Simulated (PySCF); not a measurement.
Input for PySCF: R-M06-2X/def2-TZVPP on CH5Al (SMILES [CH3][AlH2]), a point of a torsion scan.

```python
from pyscf import gto, dft

mol = gto.M(
    atom='''
    C    -0.91425558   -0.05714497    0.00519181
    Al    1.05817126    0.14143709   -0.08478692
    H    -1.41099251    0.48641567   -0.80937678
    H    -1.24513236   -1.10069568   -0.07100258
    H    -1.34307204    0.32479169    0.94024640
    H     1.77972639    0.96819927   -1.18139601
    H     2.04739595   -0.50345802    0.91996620
    ''',
    basis='def2-tzvpp',
    charge=0, spin=0, verbose=4, max_memory=1800)
mf = dft.RKS(mol, xc='m062x').density_fit(auxbasis='def2-universal-jkfit')
mf.grids.level = 4
mf.conv_tol = 1e-9
mf.max_cycle = 150
mf.kernel()
mf.dip_moment()
```

The log:

```
PySCF version 2.14.0

[INPUT] verbose = 4
[INPUT] num. atoms = 7
[INPUT] num. electrons = 24
[INPUT] charge = 0
[INPUT] spin (= nelec alpha-beta = 2S) = 0
[INPUT] symmetry False subgroup None
[INPUT] Mole.unit = angstrom
[INPUT] Symbol           X                Y                Z      unit          X                Y                Z       unit  Magmom
[INPUT]  1 C     -0.914255580000  -0.057144970000   0.005191810000 AA   -1.727692654055  -0.107988342696   0.009811098991 Bohr   0.0
[INPUT]  2 Al     1.058171260000   0.141437090000  -0.084786920000 AA    1.999653874286   0.267277363955  -0.160224057745 Bohr   0.0
[INPUT]  3 H     -1.410992510000   0.486415670000  -0.809376780000 AA   -2.666389407713   0.919192398997  -1.529500445782 Bohr   0.0
[INPUT]  4 H     -1.245132360000  -1.100695680000  -0.071002580000 AA   -2.352959149233  -2.080013381692  -0.134175430338 Bohr   0.0
[INPUT]  5 H     -1.343072040000   0.324791690000   0.940246400000 AA   -2.538038321161   0.613767341635   1.776808185608 Bohr   0.0
[INPUT]  6 H      1.779726390000   0.968199270000  -1.181396010000 AA    3.363195453761   1.829631454304  -2.232514903554 Bohr   0.0
[INPUT]  7 H      2.047395950000  -0.503458020000   0.919966200000 AA    3.869017614044  -0.951397773016   1.738484161857 Bohr   0.0

nuclear repulsion = 50.2729963210861
number of shells = 55
number of NR pGTOs = 189
number of NR cGTOs = 143
basis = def2-tzvpp
ecp = {}


******** <class 'pyscf.df.df_jk.DFRKS'> ********
method = DFRKS
initial guess = minao
damping factor = 0
level_shift factor = 0
DIIS = <class 'pyscf.scf.diis.CDIIS'>
diis_start_cycle = 1
diis_space = 8
diis_damp = 0
SCF conv_tol = 1e-09
SCF conv_tol_grad = None
SCF max_cycles = 150
direct_scf = False
XC library pyscf.dft.libxc version 7.1.2
    S. Lehtola, C. Steigemann, M. J. T. Oliveira, and M. A. L. Marques,  SoftwareX 7, 1–5 (2018)
XC functionals = m062x
    Y. Zhao and D. G. Truhlar,  Theor. Chem. Acc. 120, 215 (2008)
    Y. Zhao and D. G. Truhlar,  Theor. Chem. Acc. 120, 215 (2008)
radial grids:
    Treutler-Ahlrichs [JCP 102, 346 (1995); DOI:10.1063/1.469408] (M4) radial grids

becke partition: Becke, JCP 88, 2547 (1988); DOI:10.1063/1.454033
pruning grids: <function nwchem_prune>
grids dens level: 4
symmetrized grids: False
atomic radii adjust function: <function treutler_atomic_radii_adjust>
small_rho_cutoff = 0
Set gradient conv threshold to 3.16228e-05
Initial guess from minao.
tot grids = 135840
******** <class 'pyscf.df.df.DF'> ********
auxbasis = def2-universal-jkfit
init E= -283.287596427529
  HOMO = -0.329562303584085  LUMO = -0.0599821725899581  gap/eV = 7.33565
cycle= 1 E= -283.475302592642  delta_E= -0.188  |g|= 0.283  |ddm|= 1.71
  HOMO = -0.306233766339609  LUMO = -0.0288257682704227  gap/eV = 7.54866
cycle= 2 E= -283.480945212192  delta_E= -0.00564  |g|= 0.245  |ddm|= 0.368
  HOMO = -0.341806106192253  LUMO = -0.0298073365947964  gap/eV = 8.48992
cycle= 3 E= -283.495899003733  delta_E= -0.015  |g|= 0.0255  |ddm|= 0.163
  HOMO = -0.342741124461409  LUMO = -0.0290428427377805  gap/eV = 8.53617
cycle= 4 E= -283.496081196684  delta_E= -0.000182  |g|= 0.00533  |ddm|= 0.0331
  HOMO = -0.343413078857555  LUMO = -0.0294488122098961  gap/eV = 8.54340
cycle= 5 E= -283.496085440345  delta_E= -4.24e-06  |g|= 0.000874  |ddm|= 0.00335
  HOMO = -0.343331212421029  LUMO = -0.029392686858106  gap/eV = 8.54270
cycle= 6 E= -283.496085592953  delta_E= -1.53e-07  |g|= 0.000111  |ddm|= 0.0011
  HOMO = -0.343332233247968  LUMO = -0.0293972642087788  gap/eV = 8.54261
cycle= 7 E= -283.496085597297  delta_E= -4.34e-09  |g|= 1.93e-05  |ddm|= 0.000223
  HOMO = -0.343331129561023  LUMO = -0.0293940454971562  gap/eV = 8.54266
cycle= 8 E= -283.496085597446  delta_E= -1.5e-10  |g|= 4.8e-06  |ddm|= 4.29e-05
  HOMO = -0.343332226211505  LUMO = -0.0293951754684194  gap/eV = 8.54266
Extra cycle  E= -283.496085597456  delta_E= -9.83e-12  |g|= 2.13e-06  |ddm|= 9.79e-06
converged SCF energy = -283.496085597456
Dipole moment(X, Y, Z, Debye): -0.80412, -0.09155,  0.05147
```

The run converged.

Cost: roughly 20 core-seconds.
